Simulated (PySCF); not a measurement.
An EPR property job and its printed output. Input:

```
{"job": {"kind": "epr", "basis": "pcH-1"}, "charge": 0, "multiplicity": 2}
O     -2.013497     1.288495     0.219775
C     -0.989009     0.652239     0.088576
C      0.356492     1.091250    -0.003041
C      1.246735    -0.091266    -0.026084
F      2.134944    -0.097945     1.020508
O      0.442208    -1.225712     0.073783
C     -0.897415    -0.892551    -0.013644
F     -1.361466    -1.237677    -1.264377
H      0.705710     2.100150     0.105859
H      1.879703    -0.128864    -0.935600
H     -1.498981    -1.455448     0.708281
```

Theory: UKS B3LYP, pcH-1 on C F H O, non-relativistic, mean-field spin-orbit, GIAO in PySCF. Isolated species at its GFN2-xTB geometry, gas phase. The geometry wasn't refined by DFT: couplings that depend on bond lengths, twists or pyramidal angles can differ widely from those at the functional's own minimum.

Output of the driver script. The program numbers atoms from 0.

```
UKS, coarse grid
  cycle   1  E = -504.04500028  |g| = 8.68e-01
  cycle   2  E = -502.45542738  |g| = 2.07e+00
  cycle   3  E = -504.21899589  |g| = 4.60e-01
  cycle   4  E = -504.30888751  |g| = 8.90e-02
  cycle   5  E = -504.31127992  |g| = 4.37e-02
  cycle   6  E = -504.31214711  |g| = 1.91e-02
  cycle   7  E = -504.31236949  |g| = 7.89e-03
  cycle   8  E = -504.31242488  |g| = 5.14e-03
  cycle   9  E = -504.31244283  |g| = 1.77e-03
  cycle  10  E = -504.31244499  |g| = 9.03e-04
UKS, final grid
  cycle   1  E = -504.31240280  |g| = 1.20e-03
  cycle   2  E = -504.31240172  |g| = 2.22e-03
  cycle   3  E = -504.31240349  |g| = 3.44e-04
  cycle   4  E = -504.31240356  |g| = 1.48e-04
  cycle   5  E = -504.31240359  |g| = 1.06e-04
  cycle   6  E = -504.31240360  |g| = 2.48e-05
  cycle   7  E = -504.31240360  |g| = 1.09e-05
E = -504.31240360 Eh   <S^2> = 0.7655 (exact 0.7500)
g shifts (ppm)      1          2          3
  rmc          -203       -203       -203
  gc             -7         52         45
  oz_so         197       1623       7964
  total         -14       1472       7806
hyperfine (MHz)  atom isotope    a_iso     a_fc   dipolar eigenvalues
    0   17O     -21.08     -21.08   -102.29     50.77     51.52
    1   13C     -41.98     -41.98    -17.71      4.13     13.57
    2   13C      70.14      70.14    -64.76    -63.99    128.75
    3   13C     -16.31     -16.31     -1.56     -0.91      2.47
    4   19F     107.10     107.10    -54.32    -50.47    104.78
    5   17O      -3.88      -3.88     -3.61      1.18      2.43
    6   13C      -2.69      -2.69     -0.93     -0.35      1.28
    7   19F      -9.94      -9.94     -9.10     -0.91     10.01
    8    1H     -51.68     -51.68    -29.01     -2.67     31.68
    9    1H      58.45      58.45     -5.22     -2.04      7.26
   10    1H      -2.17      -2.17     -2.13     -1.01      3.14
```

|g| in the SCF lines is the orbital gradient. In the g block, columns 1 to 3 are the principal axes in rising order; rmc is the relativistic mass correction, gc the gauge correction and oz_so the orbital-Zeeman/spin–orbit term. a_fc is the Fermi-contact part of a_iso, here all of it, since this run has no spin–orbit term in the hyperfine coupling.

Q: What does the output say about convergence, stability and spin contamination?

A: The SCF converged after 17 cycles in all, 10 of them on the coarse grid; no stability test was run. The unrestricted determinant has ⟨S²⟩ = 0.7655 (exact 0.7500), 2.1 % above the value of a pure doublet state.

Q: What are the principal g values and g_iso?

A: Adding the total shifts to 2.002319 gives 2.00231, 2.00379, 2.01013; their mean shift is 3088 ppm, so g_iso = 2.00541.

Q: Which couplings shape the isotropic spectrum at natural abundance (0.05 mT or more)? Keep the log's numbering.

A: atom 4 (19F, I = 1/2): 107.1 MHz = 3.82 mT in magnitude, a 1:1 doublet; atom 9 (1H, I = 1/2): 58.4 MHz = 2.08 mT in magnitude, a 1:1 doublet; atom 8 (1H, I = 1/2): -51.7 MHz = 1.84 mT in magnitude, a 1:1 doublet; atom 7 (19F, I = 1/2): -9.9 MHz = 0.35 mT in magnitude, a 1:1 doublet; atom 10 (1H, I = 1/2): -2.2 MHz = 0.08 mT in magnitude, a 1:1 doublet. Together 32 lines to first order. 

Q: What are the principal values of the full tensor of atom 2 (13C)?

A: a_iso plus each dipolar eigenvalue: 5.37, 6.14, 198.89 MHz.

The species is `O=C1[CH][C@@H](F)O[C@@H]1F` [radical]. The run used 230 basis functions and 6 iterations of the response equations. 

Hardware: one thread, Arm Neoverse V2 (aarch64), shared host. Cost: 42 s of wall time (with the writing of density and orbital grids), 0.91 GiB resident at most.
Labels such as C1 count atoms from 1, the log's own numbers from 0.
